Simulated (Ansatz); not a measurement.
Cost and result for the atomization energy of CH6OSSn (`C[O][SnH2][SH]`) (10 atoms, 9 bonds).

```xyz
10

C    -0.867    0.674    1.397
O    -0.866   -0.156    0.265
Sn    0.578    0.022   -1.057
S     0.596   -2.031   -2.266
H    -1.612    0.293    2.101
H    -1.137    1.712    1.155
H     0.103    0.691    1.917
H     2.005    0.273   -0.150
H     0.200    1.263   -2.162
H     1.001   -2.742   -1.200
```

The species carries charge 0 and has multiplicity 1. Correlated methods include outer-core shells of Sn, which these sets cover unevenly. Sn: def2 effective core potential. The geometry is a stationary point of PBE0-D4/def2-TZVP. It is one conformer, not always the lowest. Program: Ansatz. Hardware: A = 2 threads of an AMD EPYC 7R13 on a shared host; B = 2 threads of an AMD EPYC 7R13 on a shared host and a share of an NVIDIA H100 80 GB. Times are those of one run each, without the atoms' runs, and a repeat can differ threefold. Electronic energies, without spin–orbit coupling; frozen cores. CCSD(T)/CBS adds CCSD(T) − MP2 in def2-TZVPP to the MP2 limit, and its time is that of the two runs behind it. T1 = 0.013. With those shells the extrapolation isn't a true limit. B3LYP takes the VWN-RPA correlation (the form of Gaussian; ORCA's B3LYP/G).

CCSD(T)/CBS is a level of theory with its own doubt, some kJ/mol a heavy atom from the limit and from the frozen cores, so smaller differences don't rank the functionals.

```
                                 level  functions  atomization (kJ/mol)  difference from CCSD(T)/CBS  per bond
                     CCSD(T)/CBS(def2)          –                3151.4                          0.0       0.0
  ωB97M-V/def2-TZVPP (with forces) [A]        238                3134.0                        -17.4      -1.9
                CCSD(T)/def2-TZVPP [B]        238                3054.3                        -97.1     -10.8
                    MP2/def2-QZVPP [B]        446                3122.3                        -29.1      -3.2
                 B2PLYP/def2-TZVPP [A]        238                3075.8                        -75.6      -8.4
                ωB97X-V/def2-TZVPP [A]        238                3149.9                         -1.5      -0.2
   PBE-D4/def2-TZVPP (with forces) [A]        238                3161.8                         10.4       1.2
 B3LYP-D4/def2-TZVPP (with forces) [A]        238                3112.8                        -38.6      -4.3
                PBE0-D4/def2-TZVPP [A]        238                3104.0                        -47.4      -5.3
r2SCAN-D4/def2-TZVPP (with forces) [A]        238                3128.8                        -22.6      -2.5
```

Task: Order the runs by time, with rough figures. (An estimate is asked.)

Result: The calculation gave: CCSD(T)/def2-TZVPP [B] 3 s; PBE-D4/def2-TZVPP (with forces) [A] 3.7 s; MP2/def2-QZVPP [B] 4.1 s; PBE0-D4/def2-TZVPP [A] 4.6 s; r2SCAN-D4/def2-TZVPP (with forces) [A] 6.5 s; CCSD(T)/CBS(def2) 7.1 s; B3LYP-D4/def2-TZVPP (with forces) [A] 7.5 s; B2PLYP/def2-TZVPP [A] 10 s; ωB97X-V/def2-TZVPP [A] 11 s; ωB97M-V/def2-TZVPP (with forces) [A] 15 s.

In def2-TZVPP, CCSD(T) changes the Hartree–Fock value by +869.3 kJ/mol (the triples alone add +50.9 kJ/mol) and MP2 by +879.1 kJ/mol; breaking electron pairs costs correlation energy, which Hartree–Fock lacks. From PBE to PBE0 (25 % exact exchange), in def2-TZVPP and without D4, the atomization energy moves by −54.8 kJ/mol: exact exchange takes away binding that semilocal exchange gives to molecules. The D4 term adds +32.7 kJ/mol with B3LYP and +17.2 kJ/mol with PBE0; it sums over pairs of atoms, weighted by their polarisabilities, and B3LYP, whose exchange is more repulsive, gets the larger term.

Spin–orbit coupling would lower the free Sn atoms strongly, and the atomization energy with them, by more than many differences here. For some Ge, Se and Sn compounds the MP2-based and the directly extrapolated limit differ by 10 to 25 kJ/mol.
